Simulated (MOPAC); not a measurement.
MOPAC input (MNDO):

```
MNDO 1SCF CHARGE=1 GEO-OK AUX(PRECISION=9) THREADS=1
C2H3O

C     1.40089610 1   -0.12771822 1   -0.08619572 1
C     0.22142190 1   -0.01764924 1   -0.01156384 1
O    -1.12368377 1    0.14763239 1    0.10582275 1
H     2.46176120 1   -0.23306503 1   -0.15847468 1
H    -1.61110123 1   -0.55826995 1    0.59022957 1
H    -1.59509782 1    0.48248062 1   -0.69177949 1
```

From the last part of the output:

```
                                                       MOPAC v23.2.5 Linux

          FINAL HEAT OF FORMATION =        218.43809 KCAL/MOL =     913.94495 KJ/MOL

          COSMO AREA              =         80.47 SQUARE ANGSTROMS
          COSMO VOLUME            =         61.27 CUBIC ANGSTROMS

          IONIZATION POTENTIAL    =         16.896958 EV
          HOMO LUMO ENERGIES (EV) =        -16.897 -5.326
          NO. OF FILLED LEVELS    =          8
          MOLECULAR WEIGHT        =         43.0451         POINT GROUP:  Cs

          MOLECULAR DIMENSIONS (Angstroms)

            Atom       Atom       Distance
            H     6    H     4     4.15386
            H     5    H     4     1.61840
            H     4    O     3     0.26822

          SCF CALCULATIONS        =          1

   ATOM   CHEMICAL          X               Y               Z
  NUMBER   SYMBOL      (ANGSTROMS)     (ANGSTROMS)     (ANGSTROMS)

     1       C          1.40089610  *  -0.12771822  *  -0.08619572  *
     2       C          0.22142190  *  -0.01764924  *  -0.01156384  *
     3       O         -1.12368377  *   0.14763239  *   0.10582275  *
     4       H          2.46176120  *  -0.23306503  *  -0.15847468  *
     5       H         -1.61110123  *  -0.55826995  *   0.59022957  *
     6       H         -1.59509782  *   0.48248062  *  -0.69177949  *

                             CARTESIAN COORDINATES

   1    C        1.400896100    -0.127718220    -0.086195720
   2    C        0.221421900    -0.017649240    -0.011563840
   3    O       -1.123683770     0.147632390     0.105822750
   4    H        2.461761200    -0.233065030    -0.158474680
   5    H       -1.611101230    -0.558269950     0.590229570
   6    H       -1.595097820     0.482480620    -0.691779490

           Empirical Formula: C2 H3 O  =     6 atoms

      MOLECULAR POINT GROUP   :   Cs

                  EIGENVALUES
 -52.32344 -40.49458 -29.91149 -28.65187 -23.64181 -23.01259 -17.31142 -16.89696
  -5.32575  -4.33805  -4.06790  -2.07398  -1.89042  -0.46775   1.41879

              NET ATOMIC CHARGES AND DIPOLE CONTRIBUTIONS

  ATOM NO.   TYPE          CHARGE      No. of ELECS.   s-Pop       p-Pop
    1          C           0.206932        3.7931     1.23005     2.56301
    2          C          -0.224251        4.2243     1.14630     3.07795
    3          O           0.093017        5.9070     1.62973     4.27726
    4          H           0.231287        0.7687     0.76871
    5          H           0.346508        0.6535     0.65349
    6          H           0.346508        0.6535     0.65349
 DIPOLE           X         Y         Z       TOTAL
 POINT-CHG.    -2.034    -0.461    -0.400     2.124
 HYBRID        -0.869    -0.281    -0.239     0.943
 SUM           -2.903    -0.742    -0.638     3.063

          ATOMIC ORBITAL ELECTRON POPULATIONS

     Atom    s        px        py        pz
    1  C   1.23005   0.88453   0.84691   0.83157
    2  C   1.14630   0.74396   1.16063   1.17336
    3  O   1.62973   1.17889   1.61208   1.48629
    4  H   0.76871
    5  H   0.65349
    6  H   0.65349

 **********************
 *                    *
 * JOB ENDED NORMALLY *
 *                    *
 **********************

 == MOPAC DONE ==
```

The dipole moment of an ion depends on the origin.

The geometry given is a B3LYP-D3(BJ)/def2-TZVP minimum.
